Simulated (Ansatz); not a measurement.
The lowest singlet and triplet of ClHSi (SMILES [SiH]Cl); geometries from B3LYP-D3(BJ)/def2-TZVP, each state relaxed from the structure named, with no frequency check.
Singlet at the triplet's geometry (charge 0, multiplicity 1):
| atom | x (Å) | y (Å) | z (Å) |
|---|---|---|---|
| Si | -0.9771 | 0.4537 | 0.0000 |
| Cl | 0.9272 | -0.3414 | 0.0000 |
| H | -2.0822 | -0.5483 | 0.0000 |

A positive gap puts the triplet lower; no zero-point energy. U- takes an unrestricted singlet (broken symmetry where lower, unprojected). The triplet is unrestricted in single-reference levels. Active spaces average the two states.

Cores are frozen in the correlated methods.

Programs: Ansatz (Gaussian basis) for Hartree–Fock, density functionals and correlated methods. Values without a source in brackets are computed.

Question: Estimate the gap E(singlet) − E(triplet), vertical, at the triplet's geometry that FIC-MRCISD+Q on SA-CASSCF(2,2)/cc-pV(Q+d)Z returns for this input.

Answer: -1.17 eV

Question: Give the gap E(singlet) − E(triplet), vertical, at the triplet's geometry at the level U-r2SCAN/def2-TZVPP (spin-contaminated).

Answer: -0.77 eV

Question: Predict the gap E(singlet) − E(triplet), vertical, at the triplet's geometry from U-CCSD/cc-pV(Q+d)Z (spin-contaminated).

Answer: -1.12 eV

Doubts at one or more of the structures used: T1 above 0.05 (U-CCSD/cc-pV(Q+d)Z (spin-contaminated)).

Ansatz is a program for electronic structure.
